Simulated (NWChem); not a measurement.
Molecule: H₃BO₂; SMILES OBO

```xyz
6

B     -0.4687    -0.0204     0.0000
H     -1.6792    -0.0123     0.0000
O      0.1556    -1.2191     0.0000
H      1.1155    -1.1202     0.0000
O      0.2730     1.1205     0.0000
H     -0.2651     1.9165     0.0000
```
Atoms are numbered in this order, from 1.

Computed with NWChem. Coordinates come from a PBE0/def2-SVP optimisation. Atomic charges in e: unrestrained fits to the electrostatic potential beside Mulliken populations; buried atoms are poorly determined by the fit.

Problem. Estimate the computed values for B3LYP/def2-SVP. Quantities: ESP B1; Mulliken B1; ESP O3; Mulliken O3; ESP O5; Mulliken O5; relative RMS misfit of the potential (%).

Solution. 
- ESP B1 = 0.60
- Mulliken B1 = 0.00
- ESP O3 = -0.63
- Mulliken O3 = -0.13
- ESP O5 = -0.62
- Mulliken O5 = -0.15
- relative RMS misfit of the potential (%) = 20
